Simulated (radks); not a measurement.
La11+, 46 electrons, occupied as [Kr] 4d10.

All-electron calculation, Dirac Kohn-Sham, LB94 model potential, spin-unpolarised, spherical densities, finite nucleus; Fermi nuclear charge, rms radius 4.855 fm. Program: a radial shooting solver on a logarithmic mesh with Libxc functionals.

Energy parts (hartree):
part                   energy
kinetic             9082.3435
electron-nucleus  -20332.4743
Hartree             2983.5420
(The LB94 potential has no energy functional, so no total or exchange-correlation energy is given.)

Orbitals (lengths in bohr, moments of r in powers of bohr; <r^-3> diverges for s and p1/2; r(90%) holds 90 % of the orbital's charge):
\begin{tabular}{lrrrrrr}
orbital & occ. & eigenvalue (hartree) & <r^-3> & <r^4> & <r> & r(90%) \\ \hline
1s1/2 & 2 & -1435.608 & - & 1.905e-06 & 0.02503 & 0.0451 \\
2s1/2 & 2 & -234.5434 & - & 0.0003146 & 0.1068 & 0.166 \\
2p1/2 & 2 & -221.8530 & - & 0.0001979 & 0.08964 & 0.147 \\
2p3/2 & 4 & -206.5118 & 6736 & 0.0002450 & 0.09575 & 0.155 \\
3s1/2 & 2 & -55.57314 & - & 0.01289 & 0.2842 & 0.417 \\
3p1/2 & 2 & -50.15520 & - & 0.01201 & 0.2739 & 0.411 \\
3p3/2 & 4 & -47.17222 & 1344 & 0.01409 & 0.2858 & 0.427 \\
3d3/2 & 4 & -37.62736 & 220.5 & 0.01085 & 0.2566 & 0.401 \\
3d5/2 & 6 & -36.98508 & 201.2 & 0.01140 & 0.2603 & 0.406 \\
4s1/2 & 2 & -16.17025 & - & 0.3303 & 0.6508 & 0.935 \\
4p1/2 & 2 & -14.17798 & - & 0.3836 & 0.6692 & 0.973 \\
4p3/2 & 4 & -13.53251 & 290.8 & 0.4456 & 0.6958 & 1.01 \\
4d3/2 & 4 & -10.24102 & 40.47 & 0.6380 & 0.7441 & 1.11 \\
4d5/2 & 6 & -10.12528 & 36.57 & 0.6662 & 0.7528 & 1.12 \\
\end{tabular}

The highest occupied level is 4d5/2 at -275.52 eV. For comparison, the ionisation energy in NIST's Atomic Spectra Database is 275 eV (theoretical). In exact Kohn-Sham theory the highest level is minus the ionisation energy, but local and semilocal functionals leave it too shallow, through self-interaction and a potential that decays too fast; potentials with the right tail come closer.
